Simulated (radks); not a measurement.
Problem. These are the eigenvalues of the occupied orbitals of an atom or ion with whole-number occupations (hartree). All-electron calculation, scalar-relativistic Kohn-Sham, PBE, spin-polarised, spherical densities, finite nucleus; Fermi nuclear charge, rms radius of each element as measured or else 0.836 A^(1/3) + 0.57 fm. Program: a radial shooting solver on a logarithmic mesh with Libxc functionals.

orbital  eigenvalue
1s up     -1041.788
1s down   -1041.564
2s up     -209.1423
2s down   -208.9725
2p up     -194.9276
2p down   -194.6855
3s up     -80.35251
3s down   -79.56033
3p up     -75.83034

Which element is it, and in what charge state? The configuration may be excited. Open shells, if any, are filled with parallel spins first.

Solution. Z = 48, cadmium, charge +33: Cd33+ in [Ne] 3s2 3p3. The list shows which subshells hold electrons but not how many an open one holds; the 1s level, -1041.8 hartree, gives Z - s = 45.6 by -(Z - s)^2/2, which with screening and relativity narrows Z to a few neighbours, and the depths of the outer levels then fix element, charge and occupations together.
